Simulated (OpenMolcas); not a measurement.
An OpenMolcas run meant for Nb3+ (ANO-RCC-VDZ, DKH4; inactive shells 1s 2s 2p 3s 3p 3d 4s 4p; intended active space 2 electrons in 10 orbitals (4d 5d)). One step of its input:

```
&CASPT2
Multistate=10 1 2 3 4 5 6 7 8 9 10
Frozen=8 6
IPEA=0.25
Imaginary=3.0
MaxIter=60
WThr=0.0 0.3 0.05
PrWF=0.5
NoMix
```

The run finished. Its levels beside those of a sound run (SS-CASPT2, IPEA 0.25 Eh, imaginary shift 0.1 Eh (closed shells correlated: 4s 4p)), in cm-1 above each run's lowest level:

```
  Level  This run  Usual run
4d2 3F2       0.0        0.0
4d2 3F3      1110       1123
4d2 3F4      2417       2429
4d2 1D2      9619       8682
4d2 3P0     10620      10251
4d2 3P1     11053      10690
4d2 3P2     12140      11684
4d2 1G4     16281      16237
4d2 1S0     34155      32433
```

Question: Which setting is unsound, and how much does it matter here?

Answer: The level shift is far above the usual 0.1 to 0.3 hartree and damps the second-order energy. Against the sound run the excited levels shown move by 490 cm-1 on average and by 1700 cm-1 at most.

CASPT2 does not keep the components of a term degenerate, so their means are used; among the terms shown or strongly mixed into the levels shown the widest spread is 200 cm-1 (4d2 3F, the sound run). Active for correlation alone: 5d; no level in the range computed is led by a configuration that fills it, so any true level of that kind is missing. The basis is small and was not contracted for so high a charge. Only configurations of the active space appear.
